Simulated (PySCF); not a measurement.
# `C#C/C=C(\C=O)CO`, C6H6O2

Geometry (Å), atoms numbered from 1 in this order:
```xyz
14

C     3.281   -0.055    0.011
C     2.130   -0.407   -0.015
C     0.808   -0.875   -0.029
C    -0.288   -0.091   -0.074
C    -0.167    1.366   -0.102
O    -1.101    2.136   -0.109
C    -1.686   -0.663   -0.107
O    -2.547   -0.072    0.827
H     4.279    0.267    0.037
H     0.702   -1.953    0.000
H     0.876    1.732   -0.116
H    -1.669   -1.732    0.123
H    -2.081   -0.536   -1.130
H    -2.539    0.884    0.663
```

Computed, not measured: GIAO B3LYP/pcSseg-1 magnetisability, rotational g tensor and spin-rotation constants, non-relativistic, gas phase in PySCF 2.14.0. Geometry: GFN2-xTB.

Give the nuclear spin-rotation constants along the inertial axes (H = +C I·J) beside the isotropic shieldings.

Rotational constants 4.0997, 1.2630, 1.0034 GHz. A star marks the isotopologue with that one atom substituted, in its own axes.
```
atom  isotope  Caa (kHz)  Cbb (kHz)  Ccc (kHz)  mean (kHz)  σ (ppm)
  H9       1H      0.053     -0.111     -0.116      -0.058     28.3
 H10       1H     -0.450      0.132     -0.116      -0.144     25.2
 H11       1H      0.288     -0.030     -0.086       0.057     21.2
 H12       1H     -0.428      0.084     -0.113      -0.153     27.7
 H13       1H     -0.334     -0.110      0.039      -0.135     26.6
 H14       1H     -0.350     -0.007     -0.109      -0.155     28.6
  C1     13C*      0.760      0.379      0.335       0.491     79.9
  C2     13C*      0.284      0.389      0.360       0.344     99.8
  C3     13C*      1.453      0.577      0.160       0.730     48.7
  C4     13C*      1.817      0.642      0.154       0.871     20.6
  C5     13C*      2.032      0.672      0.247       0.984    -18.6
  O6     17O*     -3.838     -1.038     -0.011      -1.629   -329.0
  C7     13C*      0.855      0.311      0.231       0.466    110.5
  O8     17O*     -0.356     -0.056     -0.099      -0.171    303.0
```
For the geometry as given, no vibrational averaging.

How do the rotational constants and the g tensor change when H9, H10, H11, H12, H13, H14 are replaced by deuterium?

Constants 3.6558, 1.1633, 0.9218 GHz; g -0.0559, -0.0201, -0.0069, against -0.0625, -0.0217, -0.0076 before.
